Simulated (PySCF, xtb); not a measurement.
B(Cl)(OMe)(NH2) (CH5BClNO), SMILES COB(N)Cl. One conformer was computed; it need not be the lowest.

Harmonic wavenumbers (cm⁻¹) from GFN2-xTB in xtb 6.7.1 at its own minimum, in rising order: 111, 149, 189, 282, 374, 434, 483, 499, 621, 827, 1006, 1124, 1146, 1155, 1350, 1412, 1473, 1475, 1513, 2938, 2948, 3003, 3520, 3561.

Question: What does PBE-D3(BJ)/def2-SVP in PySCF give at its own minimum? (The exact figures need the calculation; the answer reports its results.)

Answer: 123, 129, 217, 305, 364, 394, 509, 569, 656, 841, 1059, 1132, 1158, 1225, 1362, 1423, 1423, 1457, 1544, 2919, 2990, 3058, 3537, 3643. Paired by order, the mean absolute difference is 32 cm⁻¹ and the zero-point energies are 45.2 and 45.8 kcal/mol.
